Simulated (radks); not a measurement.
Spherical quantum dot in the effective-mass picture: electrons in a hard-walled sphere of radius 1.81, with a point charge +1 (a donor) at the centre, all in effective atomic units (hartree* = m*/eps^2 hartree, bohr* = eps/m* bohr), one dielectric constant everywhere. Method: non-relativistic Kohn-Sham, LDA (Slater exchange, Perdew-Wang correlation), spin-polarised, spherical densities; computed with a radial shooting solver with Libxc functionals. Levels are named by radial order and angular momentum (1s, 1p, 1d, 2s, ...), and open shells are averaged over m. Results are scaled to m* = 0.386 and eps = 4, for which hartree* = 656.5 meV and bohr* = 0.5484 nm.

N = 27, configuration 1s2 1p6 1d10 2s2 1f(up 7, down 0). This is the lowest configuration that the search found. Occupied and some empty levels:

level    occupation  eigenvalue (meV)  <r> (nm)
1s up             1             13456    0.6058
1s down           1             13554    0.6005
1p up             3             14129    0.6609
1p down           3             14240    0.6589
1d up             5             15142    0.6937
1d down           5             15261    0.6928
2s up             1             16297    0.4357
2s down           1             16344    0.4382
1f up             7             16472    0.7183
1f down           0             16596    0.7179
1g up             0             18096    0.7379
1g down           0             18221    0.7378
2p up             0             18416    0.5161
2p down           0             18475    0.5160
2d up             0             20625    0.5645
2d down           0             20696    0.5639

Energy (meV): total 239342, kinetic 94263, external -16457, Hartree 177920, exchange-correlation -16385.

Electron density:

r (nm)  n(r) (e/nm^3)
0.0769          16.61
0.151           12.19
0.225           8.891
0.299           6.847
0.374           6.198
0.448           6.967
0.522           8.851
0.596           11.02
0.670           12.16
0.744           11.00
0.819           7.328
0.893           2.851
0.967          0.1932
